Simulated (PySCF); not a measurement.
# What builds the electron affinity along the 5p block

Calculated with PySCF 2.14 from differences of total energies of unrestricted determinants, without spin-orbit coupling. Each column adds one step, in eV (sums use unrounded values): valence MP2, valence CCSD, valence triples, then the next inner shell at CCSD(T) (In 4s 4p 4d, Sn 4s 4p 4d, Te 4s 4p 4d, I 4s 4p 4d). References (photodetachment measurements) marked * lie between the lowest fine-structure levels; the others compare directly ((s) semi-empirical, (t) theoretical).

| element | UHF | + MP2 | + CCSD | + (T) | + inner shell | sum | reference |
| --- | --- | --- | --- | --- | --- | --- | --- |
| In [Kr] 4d10 5s2 5p2 → [Kr] 4d10 5s2 5p1 (x2c-TZVPPall with one added diffuse shell each of s, p, d, f type, spin-free X2C) | 0.079 | 0.277 | 0.025 | 0.035 | -0.021 | 0.395 | 0.384 * |
| Sn [Kr] 4d10 5s2 5p3 → [Kr] 4d10 5s2 5p2 (x2c-TZVPPall with one added diffuse shell each of s, p, d, f type, spin-free X2C) | 0.973 | 0.396 | -0.012 | 0.041 | -0.002 | 1.396 | 1.112 * |
| Te [Kr] 4d10 5s2 5p5 → [Kr] 4d10 5s2 5p4 (x2c-TZVPPall with one added diffuse shell each of s, p, d, f type, spin-free X2C) | 1.076 | 0.769 | 0.007 | 0.057 | 0.016 | 1.924 | 1.971 * |
| I [Xe] → [Kr] 4d10 5s2 5p5 (x2c-TZVPPall with one added diffuse shell each of s, p, d, f type, spin-free X2C) | 2.333 | 0.865 | -0.101 | 0.060 | 0.023 | 3.181 | 3.059 * |

What remains against the references is mostly basis incompleteness and, for starred values, spin-orbit coupling.

These are valence bases, so the inner-shell step is incomplete.
